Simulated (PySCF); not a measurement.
C7H12O2 (SMILES C=C(C)C(=O)OC(C)C), singlet, geometry from GFN2-xTB; SVWN5/STO-3G run with PySCF.

Here is a job for PySCF.
```python
from pyscf import gto, scf, dft

mol = gto.M(
    atom='''
C     2.49886392    0.41496650   -0.09857295
C     1.75635094   -0.54116509    0.44818952
C     2.30767317   -1.66965171    1.25949003
C     0.27403095   -0.56287619    0.29342406
O    -0.43535927   -1.41048866    0.78168372
O    -0.18309323    0.44933142   -0.44899844
C    -1.60130035    0.52108135   -0.66381330
C    -1.81606096    1.27894483   -1.96591546
C    -2.26883926    1.21046334    0.52176712
H     2.05916548    1.20921452   -0.67532085
H     3.57006251    0.42803160    0.01644383
H     3.38867609   -1.60073342    1.33850803
H     2.03584880   -2.61958287    0.80227429
H     1.86822066   -1.65670854    2.25547410
H    -1.98086283   -0.50600044   -0.74763162
H    -1.42574453    2.28935404   -1.87467858
H    -2.87692297    1.32634783   -2.19360694
H    -1.30062128    0.77927304   -2.78199954
H    -2.09719264    0.63641320    1.42903669
H    -1.85827709    2.20935727    0.65170196
H    -3.33904245    1.28371330    0.35090193
''',
    basis='sto-3g',
    verbose=4,
)

mf = dft.RKS(mol)
mf.xc = 'lda,vwn'
mf.diis_space = 20
mf.kernel()
```

What the program printed (banner, timings and long lists left out):

```
PySCF version 2.14.0

[INPUT] verbose = 4
[INPUT] num. atoms = 21
[INPUT] num. electrons = 70
[INPUT] charge = 0
[INPUT] spin (= nelec alpha-beta = 2S) = 0
[INPUT] symmetry False subgroup None
[INPUT] Mole.unit = angstrom
[INPUT] Symbol           X                Y                Z      unit          X                Y                Z       unit  Magmom
[...]
nuclear repulsion = 464.038320183807
number of shells = 39
number of NR pGTOs = 171
number of NR cGTOs = 57
basis = sto-3g
ecp = {}

******** <class 'pyscf.dft.rks.RKS'> ********
method = RKS
initial guess = minao
damping factor = 0
level_shift factor = 0
DIIS = <class 'pyscf.scf.diis.CDIIS'>
diis_start_cycle = 1
diis_space = 20
diis_damp = 0
SCF conv_tol = 1e-09
SCF conv_tol_grad = None
SCF max_cycles = 50
direct_scf = True
direct_scf_tol = 1e-13
XC library pyscf.dft.libxc version 7.1.2
    S. Lehtola, C. Steigemann, M. J. T. Oliveira, and M. A. L. Marques,  SoftwareX 7, 1–5 (2018)
XC functionals = lda,vwn
    P. A. M. Dirac,  Math. Proc. Cambridge Philos. Soc. 26, 376 (1930)
    F. Bloch,  Z. Phys. 57, 545 (1929)
    S. H. Vosko, L. Wilk, and M. Nusair,  Can. J. Phys. 58, 1200 (1980)
radial grids:
    Treutler-Ahlrichs [JCP 102, 346 (1995); DOI:10.1063/1.469408] (M4) radial grids

becke partition: Becke, JCP 88, 2547 (1988); DOI:10.1063/1.454033
pruning grids: <function nwchem_prune>
grids dens level: 3
symmetrized grids: False
atomic radii adjust function: <function treutler_atomic_radii_adjust>
small_rho_cutoff = 0
Set gradient conv threshold to 3.16228e-05
Initial guess from minao.
tot grids = 244688
init E= -416.357024452217
[...]
cycle= 1 E= -415.15556015043  delta_E=  1.2  |g|= 0.789  |ddm|= 5.91
[...]
cycle= 2 E= -412.441045218272  delta_E= 2.71  |g|= 2.51  |ddm|= 4.24
[...]
cycle= 3 E= -415.05050715452  delta_E= -2.61  |g|= 0.959  |ddm|= 3.98
[...]
cycle= 4 E= -415.335607588594  delta_E= -0.285  |g|= 0.237  |ddm|= 1.34
[...]
cycle= 5 E= -415.343145868528  delta_E= -0.00754  |g|= 0.184  |ddm|= 0.555
[...]
cycle= 6 E= -415.353118677448  delta_E= -0.00997  |g|= 0.00612  |ddm|= 0.234
[...]
cycle= 7 E= -415.353128245214  delta_E= -9.57e-06  |g|= 0.00285  |ddm|= 0.0104
[...]
cycle= 8 E= -415.353130592908  delta_E= -2.35e-06  |g|= 0.000824  |ddm|= 0.00396
[...]
cycle= 9 E= -415.353130754115  delta_E= -1.61e-07  |g|= 0.000507  |ddm|= 0.0016
[...]
cycle= 10 E= -415.353130835759  delta_E= -8.16e-08  |g|= 7.48e-05  |ddm|= 0.00071
[...]
cycle= 11 E= -415.35313083751  delta_E= -1.75e-09  |g|= 1.68e-05  |ddm|= 0.000116
[...]
cycle= 12 E= -415.353130837607  delta_E= -9.65e-11  |g|= 4.63e-06  |ddm|= 2.77e-05
[...]
Extra cycle  E= -415.353130837602  delta_E= 4.77e-12  |g|= 7.02e-06  |ddm|= 1.48e-05
converged SCF energy = -415.353130837602
```
